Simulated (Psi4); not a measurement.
Job for Psi4: SAPT0/jun-cc-pV(D+d)Z on CH3NS (a complex), monomers drawn apart or pushed together.

```
memory 8100 MB

molecule dimer {
0 1
S     0.21904765    0.02306503   -0.80221055
H     0.31103920   -0.04992053    0.53737774
H    -0.01054650   -1.29399874   -0.92292390
--
0 1
C     0.64927091   -0.13710911    4.99447971
N     0.54805187   -0.19177952    3.85506082
H     0.74322554   -0.08650594    6.05616750
units angstrom
symmetry c1
no_reorient
no_com
}

set {
  basis jun-cc-pV(D+d)Z
  scf_type df
  freeze_core true
}

energy('sapt0')
```

Output:

```
[...]
==> Input File <==

--------------------------------------------------------------------------
memory 8100 MB

molecule dimer {
0 1
S     0.21904765    0.02306503   -0.80221055
H     0.31103920   -0.04992053    0.53737774
H    -0.01054650   -1.29399874   -0.92292390
--
0 1
C     0.64927091   -0.13710911    4.99447971
N     0.54805187   -0.19177952    3.85506082
H     0.74322554   -0.08650594    6.05616750
units angstrom
symmetry c1
no_reorient
no_com
}

set {
  basis jun-cc-pV(D+d)Z
  scf_type df
  freeze_core true
}

energy('sapt0')
--------------------------------------------------------------------------


   => Loading Basis Set <=

    Name: JUN-CC-PV(D+D)Z
    Role: ORBITAL
    Keyword: BASIS
    atoms 1      entry S          line   698 file jun-cc-pv_dpd_z.gbs
    atoms 2-3, 6 entry H          line    60 file jun-cc-pv_dpd_z.gbs
    atoms 4      entry C          line   188 file jun-cc-pv_dpd_z.gbs
    atoms 5      entry N          line   222 file jun-cc-pv_dpd_z.gbs

   => Loading Basis Set <=

    Name: JUN-CC-PV(D+D)Z
    Role: ORBITAL
    Keyword: BASIS
    atoms 1      entry S          line   698 file jun-cc-pv_dpd_z.gbs
    atoms 2-3, 6 entry H          line    60 file jun-cc-pv_dpd_z.gbs
    atoms 4      entry C          line   188 file jun-cc-pv_dpd_z.gbs
    atoms 5      entry N          line   222 file jun-cc-pv_dpd_z.gbs


  //>>>>>>>>>>>>>>>>>>>>>>>>>>>>>>>>>>>//
  //              Dimer HF             //
  //<<<<<<<<<<<<<<<<<<<<<<<<<<<<<<<<<<<//

   => Libint2 <=

    Primary   basis highest AM E, G, H:  7, 6, 3
    Auxiliary basis highest AM E, G, H:  7, 7, 4
    Onebody   basis highest AM E, G, H:  -, -, -
    Solid Harmonics ordering:            Gaussian


   => Loading Basis Set <=

    Name: JUN-CC-PV(D+D)Z
    Role: ORBITAL
    Keyword: BASIS
    atoms 1      entry S          line   698 file jun-cc-pv_dpd_z.gbs
    atoms 2-3, 6 entry H          line    60 file jun-cc-pv_dpd_z.gbs
    atoms 4      entry C          line   188 file jun-cc-pv_dpd_z.gbs
    atoms 5      entry N          line   222 file jun-cc-pv_dpd_z.gbs


         ---------------------------------------------------------
                                   SCF
               by Justin Turney, Rob Parrish, Andy Simmonett
                          and Daniel G. A. Smith
                              RHF Reference
                        4 Threads,   7724 MiB Core
         ---------------------------------------------------------

  ==> Geometry <==

    Molecular point group: c1
    Full point group: C1

    Geometry (in Angstrom), charge = 0, multiplicity = 1:

       Center              X                  Y                   Z               Mass
    ------------   -----------------  -----------------  -----------------  -----------------
         S            0.219047650000     0.023065030000    -0.802210550000    31.972071174400
         H            0.311039200000    -0.049920530000     0.537377740000     1.007825032230
         H           -0.010546500000    -1.293998740000    -0.922923900000     1.007825032230
         C            0.649270910000    -0.137109110000     4.994479710000    12.000000000000
         N            0.548051870000    -0.191779520000     3.855060820000    14.003074004430
         H            0.743225540000    -0.086505940000     6.056167500000     1.007825032230

  Running in c1 symmetry.

  Rotational constants: A =      3.25399  B =      0.02923  C =      0.02915 [cm^-1]
  Rotational constants: A =  97552.22285  B =    876.36649  C =    874.01411 [MHz]
  Nuclear repulsion =   62.847894648369127

  Charge       = 0
  Multiplicity = 1
  Electrons    = 32
  Nalpha       = 16
  Nbeta        = 16

  ==> Algorithm <==

  SCF Algorithm Type is DF.
  DIIS enabled.
  MOM disabled.
  Fractional occupation disabled.
  Guess Type is SAD.
  Energy threshold   = 1.00e-08
  Density threshold  = 1.00e-08
  Integral threshold = 1.00e-12

  ==> Primary Basis <==

  Basis Set: JUN-CC-PV(D+D)Z
    Blend: JUN-CC-PV(D+D)Z
    Number of shells: 36
    Number of basis functions: 78
    Number of Cartesian functions: 82
    Spherical Harmonics?: true
    Max angular momentum: 2

   => Loading Basis Set <=

    Name: (JUN-CC-PV(D+D)Z AUX)
    Role: JKFIT
    Keyword: DF_BASIS_SCF
    atoms 1      entry S          line   666 file jun-cc-pvdz-jkfit.gbs
    atoms 2-3, 6 entry H          line    70 file jun-cc-pvdz-jkfit.gbs
    atoms 4      entry C          line   146 file jun-cc-pvdz-jkfit.gbs
    atoms 5      entry N          line   202 file jun-cc-pvdz-jkfit.gbs

  ==> Integral Setup <==

  DFHelper Memory: AOs need 0.016 GiB; user supplied 5.658 GiB.
  SCF_SUBTYPE=INCORE selected. In-core MEM_DF algorithm will be used.
  Using in-core AOs.

  ==> MemDFJK: Density-Fitted J/K Matrices <==

    J tasked:                   Yes
    K tasked:                   Yes
    wK tasked:                   No
    OpenMP threads:               4
    Algorithm:                 Core
    Schwarz Cutoff:           1E-12
    Mask 
[...]
p:
              A
    DOCC [     7 ]
    NA   [     7 ]
    NB   [     7 ]

  @DF-RHF Final Energy:   -92.88655873493138

   => Energetics <=

    Nuclear Repulsion Energy =             24.0572910881197970
    One-Electron Energy =                -172.7837696297056596
    Two-Electron Energy =                  55.8399198066544855
    Total Energy =                        -92.8865587349313842

Computation Completed


Properties will be evaluated at   0.000000,   0.000000,   0.000000 [a0]

Properties computed using the SCF density matrix


 Multipole Moments:

 ------------------------------------------------------------------------------------
     Multipole            Electronic (a.u.)      Nuclear  (a.u.)        Total (a.u.)
 ------------------------------------------------------------------------------------

 L = 1.  Multiply by 2.5417464519 to convert [e a0] to [Debye]
 Dipole X            :        -15.9017067           16.0158335            0.1141268
 Dipole Y            :          4.3165687           -4.2549399            0.0616288
 Dipole Z            :       -117.7820902          119.0687547            1.2866645
 Magnitude           :                                                    1.2931854

 ------------------------------------------------------------------------------------

  Constructing Basis Sets for SAPT...

   => Loading Basis Set <=

    Name: (JUN-CC-PV(D+D)Z AUX)
    Role: RIFIT
    Keyword: DF_BASIS_SAPT
    atoms 1      entry S          line   488 file jun-cc-pvdz-ri.gbs
    atoms 2-3, 6 entry H          line    30 file jun-cc-pvdz-ri.gbs
    atoms 4      entry C          line   100 file jun-cc-pvdz-ri.gbs
    atoms 5      entry N          line   144 file jun-cc-pvdz-ri.gbs

   => Loading Basis Set <=

    Name: (JUN-CC-PV(D+D)Z AUX)
    Role: JKFIT
    Keyword: DF_BASIS_ELST
    atoms 1      entry S          line   666 file jun-cc-pvdz-jkfit.gbs
    atoms 2-3, 6 entry H          line    70 file jun-cc-pvdz-jkfit.gbs
    atoms 4      entry C          line   146 file jun-cc-pvdz-jkfit.gbs
    atoms 5      entry N          line   202 file jun-cc-pvdz-jkfit.gbs


  //>>>>>>>>>>>>>>>>>>>>>>>>>>>>>>>>>>>//
  //               SAPT0               //
  //<<<<<<<<<<<<<<<<<<<<<<<<<<<<<<<<<<<//



        SAPT0
    Ed Hohenstein
     6 June 2009

      Orbital Information
  --------------------------
    NSO        =        78
    NMO        =        78
    NRI        =       257
    NRI (Elst) =       348
    NOCC A     =         9
    NOCC B     =         7
    FOCC A     =         5
    FOCC B     =         2
    NVIR A     =        69
    NVIR B     =        71

    Elst10,r            =    -0.001700276159 [Eh]
    Exch10              =     0.000170083755 [Eh]
    Exch10 (S^2)        =     0.000170049660 [Eh]

    Maxiter = 50
    CPHF R converge = 1.000000E-08

    Iter     Energy [mEh]          dE [mEh]         Residual      Time [s]
       1      -0.09422798       0.094227980     2.153796e-03             0
       2      -0.10605626       0.011828278     9.814780e-04             0
       3      -0.11416746       0.008111198     1.010230e-04             0
       4      -0.11369113      -0.000476328     2.369675e-05             0
       5      -0.11369517       0.000004045     5.653445e-06             0
       6      -0.11371002       0.000014843     1.077497e-06             0
       7      -0.11370772      -0.000002294     2.324956e-07             0
       8      -0.11370771      -0.000000012     6.007073e-08             0
       9      -0.11370780       0.000000088     1.054986e-08             0
      10      -0.11370778      -0.000000017     1.435400e-09             0

    CHF Iterations converged

    Maxiter = 50
    CPHF R converge = 1.000000E-08

    Iter     Energy [mEh]          dE [mEh]         Residual      Time [s]
       1      -0.03440706       0.034407060     2.521572e-03             0
       2      -0.03219924      -0.002207817     5.529945e-04             0
       3      -0.03727605       0.005076807     9.538996e-05             0
       4      -0.03720310      -0.000072945     2.710103e-05             0
       5      -0.03714667      -0.000056436     5.459515e-06             0
       6      -0.03715757       0.000010901     1.690253e-06             0
       7      -0.03715531      -0.000002260     8.170149e-07             0
       8      -0.03715568       0.000000371     2.141093e-07             0
       9      -0.03715577       0.000000091     3.860135e-08             0
      10      -0.03715574      -0.000000027     4.860666e-09             0

    CHF Iterations converged

    Ind20,r (A<-B)      =    -0.000113707781 [Eh]
    Ind20,r (B<-A)      =    -0.000037155745 [Eh]
    Ind20,r             =    -0.000150863526 [Eh]
    Exch-Ind20,r (A<-B) =     0.000006183421 [Eh]
    Exch-Ind20,r (B<-A) =     0.000005704760 [Eh]
    Exch-Ind20,r        =     0.000011888181 [Eh]
    Disp20              =    -0.000402187964 [Eh]
    Disp20 (SS)         =    -0.000201093982 [Eh]
    Disp20 (OS)         =    -0.000201093982 [Eh]
    Exch-Disp20         =     0.000012055308 [Eh]
    Exch-Disp20 (SS)    =     0.000006447378 [Eh]
    Exch-Disp20 (OS)    =     0.000005607930 [Eh]

    SAPT Results
  --------------------------------------------------------------------------------------------------------
    Electrostatics                 -1.70027616 [mEh]      -1.06693940 [kcal/mol]      -4.46407444 [kJ/mol]
      Elst10,r                     -1.70027616 [mEh]      -1.06693940 [kcal/mol]      -4.46407444 [kJ/mol]

    Exchange                        0.17008375 [mEh]       0.10672917 [kcal/mol]       0.44655484 [kJ/mol]
      Exch10                        0.17008375 [mEh]       0.10672917 [kcal/mol]       0.44655484 [kJ/mol]
      Exch10(S^2)                   0.17004966 [mEh]       0.10670777 [kcal/mol]       0.44646532 [kJ/mol]

    Induction                      -0.15952008 [mEh]      -0.10010036 [kcal/mol]      -0.41881990 [kJ/mol]
      Ind20,r                      -0.15086353 [mEh]      -0.09466829 [kcal/mol]      -0.39609213 [kJ/mol]
      Exch-Ind20,r                  0.01188818 [mEh]       0.00745995 [kcal/mol]       0.03121241 [kJ/mol]
      delta HF,r (2)               -0.02054473 [mEh]      -0.01289201 [kcal/mol]      -0.05394019 [kJ/mol]

    Dispersion                     -0.39013266 [mEh]      -0.24481194 [kcal/mol]      -1.02429315 [kJ/mol]
      Disp20                       -0.40218796 [mEh]      -0.25237676 [kcal/mol]      -1.05594436 [kJ/mol]
      Exch-Disp20                   0.01205531 [mEh]       0.00756482 [kcal/mol]       0.03165121 [kJ/mol]
      Disp20 (SS)                  -0.20109398 [mEh]      -0.12618838 [kcal/mol]      -0.52797218 [kJ/mol]
      Disp20 (OS)                  -0.20109398 [mEh]      -0.12618838 [kcal/mol]      -0.52797218 [kJ/mol]
      Exch-Disp20 (SS)              0.00644738 [mEh]       0.00404579 [kcal/mol]       0.01692759 [kJ/mol]
      Exch-Disp20 (OS)              0.00560793 [mEh]       0.00351903 [kcal/mol]       0.01472362 [kJ/mol]

  Total HF                         -1.68971248 [mEh]      -1.06031059 [kcal/mol]      -4.43633951 [kJ/mol]
  Total SAPT0                      -2.07984514 [mEh]      -1.30512253 [kcal/mol]      -5.46063265 [kJ/mol]

  Special recipe for scaled SAPT0 (see Manual):
    Electrostatics sSAPT0          -1.70027616 [mEh]      -1.06693940 [kcal/mol]      -4.46407444 [kJ/mol]
    Exchange sSAPT0                 0.17008375 [mEh]       0.10672917 [kcal/mol]       0.44655484 [kJ/mol]
    Induction sSAPT0               -0.15951292 [mEh]      -0.10009587 [kcal/mol]      -0.41880113 [kJ/mol]
    Dispersion sSAPT0              -0.39012540 [mEh]      -0.24480739 [kcal/mol]      -1.02427411 [kJ/mol]
  Total sSAPT0                     -2.07983073 [mEh]      -1.30511349 [kcal/mol]      -5.46059484 [kJ/mol]
  --------------------------------------------------------------------------------------------------------



*** Psi4 exiting successfully. Buy a developer a beer!
```

The run finished.

Cost: about 8 core-seconds (a rough figure).
